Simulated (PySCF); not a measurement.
## Peak assignment

Atoms are numbered as in `[CH2:1]=[C:2]([CH3:3])[SiH2:4][C@@H:5]([F:6])[O:7][CH:8]([F:9])[F:10]`. Hydrogens are named by the atom that carries them. Ha(C1) is cis to C3; Ha(Si4) is pro-R; Hb(Si4) is pro-S; Hb(C1) is trans to C3.

PySCF 2.14.0 with density-fitted response routines calculation with shielding tensors at PBE0/pcSseg-1 (GIAO) and GFN2-xTB structure; isolated molecule, non-relativistic, averaged over atoms made equivalent by symmetry, fast rotation or ring inversion, a single conformation.

Scale: TMS for ¹³C, ¹H (reference shieldings calculated alike).

Task: Assign these signals to the numbered atoms. ¹³C{¹H} NMR (computed): δ 148.3, 139.2, 122.3, 112.8, 28.3.

Result: 
| δ (ppm) | atoms | environment | reason |
| --- | --- | --- | --- |
| 148.3 | C2 | fully substituted alkene carbon | an sp2 carbon of a C=C bond |
| 139.2 | C1 | terminal =CH2 carbon | as expected for a trigonal carbon in a double bond |
| 122.3 | C8 | sp3 CH bonded to 2 F and O | 3 electronegative neighbours deshield it |
| 112.8 | C5 | sp3 CH bonded to F and O and Si | 2 electronegative neighbours deshield it |
| 28.3 | C3 | allylic methyl carbon | aliphatic region, no heteroatom directly attached |

Task: Assign these signals to the numbered atoms. ¹H NMR (400 MHz, computed): δ 6.84 (m, 1H), 6.21 (br s, 1H), 6.13 (m, 1H), 5.84 (br s, 1H), 4.53 (m, 1H), 4.36 (m, 1H), 2.20 (s, 3H).

Result: 
| δ (ppm) | atoms | environment | reason |
| --- | --- | --- | --- |
| 6.84 | H(C8) | hydrogen on an sp3 CH bonded to 2 F and O | its carbon carries F and O, hence the downfield position |
| 6.21 | Ha(C1) | hydrogen on a terminal =CH2 carbon | olefinic region |
| 6.13 | H(C5) | hydrogen on an sp3 CH bonded to F and O and Si | its carbon carries F and O, which withdraws density |
| 5.84 | Hb(C1) | hydrogen on a terminal =CH2 carbon | attached to an sp2 carbon and in the plane of the double bond |
| 4.53 | Ha(Si4) | hydrogen on a silicon bonded to 2 C | – |
| 4.36 | Hb(Si4) | hydrogen on a silicon bonded to 2 C | – |
| 2.20 | H(C3) | hydrogen on an allylic methyl carbon | allylic position |

Ha(C1) and H(C5) lie closer than the usual error of such a calculation, so a measured spectrum could show them in the other order.

Splittings by ¹⁹F in the carbon and heteronuclear signals aren't shown, as no couplings were computed. Shifts are as computed. Against solution values, carbons near 30 ppm lie about +3 ppm off and those near 130 ppm about +5 ppm. Of 1211 compounds with measured shifts, 218 miss one by over three times the rms of a fit or turn the order of signals round; such compounds aren't used in these exercises. Multiplicities follow the n + 1 count of equivalent neighbours, as no J values were calculated; m marks all less simple cases, F and P coupling included.
